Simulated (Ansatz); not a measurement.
Relaxation of Cl2FGeH (5 atoms, charge 0, multiplicity 1), to a largest force component of 0.03 eV/Å in at most 50 steps.

Theory: RKS BLYP-D4/def2-mTZVP in Ansatz 0.2.0.

```xyz
5
Properties=species:S:1:pos:R:3
Ge -0.794 0.000 0.297
H 1.636 0.000 1.599
F 2.045 0.000 0.757
Cl -1.101 1.735 -1.084
Cl -1.101 -1.735 -1.084
```

Q: Where does it end, and by what steps?

A: It converged. The force dipped under the threshold on the way, but the program's further checks kept it going. After 12 steps the energy has fallen by 0.097 eV; F3 moved furthest, 0.42 Å.

| step | energy less start (eV) | largest force component (eV/Å) | accepted |
| --- | --- | --- | --- |
| 0 | 0.0000 | 0.535 | yes |
| 1 | -0.0050 | 1.832 | yes |
| 2 | -0.0120 | 2.110 | yes |
| 3 | -0.0524 | 0.864 | yes |
| 4 | -0.0643 | 0.889 | yes |
| 5 | -0.0745 | 0.731 | yes |
| 6 | -0.0802 | 0.469 | yes |
| 7 | -0.0952 | 0.052 | yes |
| 8 | -0.0962 | 0.087 | yes |
| 9 | -0.0968 | 0.043 | yes |
| 10 | -0.0969 | 0.026 | yes |
| 11 | -0.0969 | 0.124 | no |
| 12 | -0.0969 | 0.026 | yes |

```xyz
5
Properties=species:S:1:pos:R:3
Ge -1.074 0.000 0.335
H 2.012 -0.005 1.592
F 1.622 0.005 0.731
Cl -0.938 1.740 -1.087
Cl -0.937 -1.740 -1.086
```

Whether the end is a true minimum wasn't checked by a vibrational analysis.

The run took 10 s on 4 threads of Arm Neoverse V2 (shared host), peak memory 0.14 GiB.
